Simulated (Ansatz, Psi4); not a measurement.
The Ansatz (a program for electronic structure) input:
Ansatz 0.2 input:
```yaml
crystal:
  periodic: [false, false, false]
  atoms:
    - {symbol: Si, position_ang: [-0.00000000, -0.00000000, -0.54024550]}
    - {symbol: O, position_ang: [0.00000000, 0.00000000, 0.94542963]}
basis:
  gaussian:
    orbitals: def2-SVP
hamiltonian:
  xc: r2scan
total_charge: 1
magnetization: {spin_polarized: true, initial_magnetization: 1}
accuracy: high
```

Task: Give the equivalent Psi4 input.

Result: Several could match; the one computed here: 
```
memory 2 GB

molecule {
1 2
  Si   -0.00000000   -0.00000000   -0.54024550
  O     0.00000000    0.00000000    0.94542963
}

set basis def2-svp
set reference uks
set scf_type pk
set puream true
set d_convergence 1e-8
set dft_radial_points 99
set dft_spherical_points 590

energy('r2scan')
print_variables()
```

Both were run: Ansatz gave -364.079438 Eh and Psi4 -364.079412 Eh, 0.026 mEh apart.
